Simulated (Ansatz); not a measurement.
Isolated molecules relaxed with PBE0-D4/def2-TZVP in Ansatz; ΔE leaves out vibrations. CCSD(T)/CBS is the MP2 limit (def2-TZVPP, def2-QZVPP) plus CCSD(T) − MP2 in def2-TZVPP, frozen cores. This one scheme is used for every species. DFT in def2-TZVPP. Each species was taken in one conformer, which may not be the lowest.

`C=C(F)[SiH2]Cl` + `N[SiH3]` → `C=C(F)[SiH2]N` + `[SiH3]Cl`  (formal exchange of groups at a C–Si bond)

(1) Is it downhill or uphill in electronic energy at CCSD(T)/CBS, and by how much? (Best estimate.)

(2) What do these levels give: PBE-D4, r2SCAN-D4, ωB97X-V, B2PLYP, PBE0, HF/CBS(def2)? (Estimate.)

Largest T1 diagnostic among the species: 0.012.

Answers

(1) Ansatz gave: Downhill: ΔE = -7.6 kJ/mol.

(2) Computed: PBE-D4 -6.3, r2SCAN-D4 -7.0, ωB97X-V -7.6, B2PLYP -7.5, PBE0 -7.1, HF/CBS(def2) -8.8 kJ/mol.
